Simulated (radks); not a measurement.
Q: Species: N II. Configuration: [He] 2s2 2p2. Method: non-relativistic Kohn-Sham, Slater X-alpha with alpha = 0.779, spin-polarised, spherical densities, point nucleus; open shells are filled with parallel spins first; computed with a radial shooting solver on a logarithmic mesh with Libxc functionals. Some entries of the table are withheld. Estimate them.

orbital  occ.  eigenvalue (eV)  r(max) (bohr)
1s up       1        -404.7906         0.1487
1s down     1        -402.7467         0.1484
2s up       1         -34.6704         0.9759
2s down     1         -29.2539         0.9987
2p up       2              (1)         0.8866
2p down     0              (2)         0.9302

A: 
(1) 2p up eigenvalue (eV): -23.1525
(2) 2p down eigenvalue (eV): -17.7071
